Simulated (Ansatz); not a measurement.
Problem. Name a neutral molecule of F, N, Si and H with HOMO–LUMO gap (ωB97M-V/def2-TZVPP) between 11.60 and 11.90 eV and HOMO energy (PBE0/def2-TZVPP) between -7.65 and -7.35 eV (Ansatz, PBE0-D4/def2-TZVP geometry).

Solution. `N[SiH2]N[SiH](N)F` (11.85 eV, -7.44 eV). Other molecules can fit too; these were computed, each in one conformer that needn't be the lowest.
